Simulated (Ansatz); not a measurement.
`C[SiH2]O[SiH2]Cl` → `CO[SiH2]Cl` + `[SiH2]` at 500 K and 1 bar (silylene formation by 1,1-elimination).

Computed with Ansatz on PBE0-D4/def2-TZVP structures; ΔE is electronic, products minus reactants. CCSD(T)/CBS adds triple-zeta CCSD(T) − MP2 to the extrapolated MP2 energy (def2 sets, frozen cores). This one scheme is used for every species. One conformer a species, not always the lowest.

| species | CCSD(T)/CBS energy (Eh) | H − E (kJ/mol) | S (J/(mol·K)) |
| --- | --- | --- | --- |
| `C[SiH2]O[SiH2]Cl` | -1155.53126 | 259.5 | 471.6 |
| `CO[SiH2]Cl` | -865.17164 | 200.8 | 382.5 |
| `[SiH2]` | -290.19011 | 48.0 | 226.5 |

H − E and S are ideal-gas, rigid-rotor, harmonic terms from PBE0-D4/def2-TZVP, for one conformer and one mirror image of each species. 1 Eh = 2625.50 kJ/mol, R = 8.31446 J/(mol·K).

Q: By hand: ΔE, ΔH, ΔS and ΔG.

A: ΔE = (-865.17164) + (-290.19011) − (-1155.53126) = 0.16951 Eh = 445.0 kJ/mol. Δ(H − E) = 200.8 + 48.0 − 259.5 = -10.7, so ΔH = 434.3 kJ/mol. ΔS = 382.5 + 226.5 − 471.6 = 137.4 J/(mol·K). ΔG = 434.3 − 500 × (137.4)/1000 = 365.6 kJ/mol.

Q: By hand: the equilibrium constant, and the temperature at which ΔG would vanish if ΔH and ΔS stayed fixed.

A: log₁₀ K = −ΔG/(RT ln 10) = -38.2. ΔG = 0 at ΔH/ΔS = 3161 K, far beyond where these terms or the molecules hold.

The number of gas molecules changes by +1, which sets the sign of ΔS. A doubt of 5 kJ/mol in ΔE shifts log₁₀ K by 0.5 here. Other conformers and mirror images would add mixing entropy, several J/(mol·K) or more a flexible species. Modes under 60 cm⁻¹, often nearly free rotors, make the harmonic entropy too high. These are equilibria of isolated gas molecules and say nothing of rates. Largest T1 diagnostic: 0.014 (customary marks: 0.02 for closed shells, 0.045 for open ones).
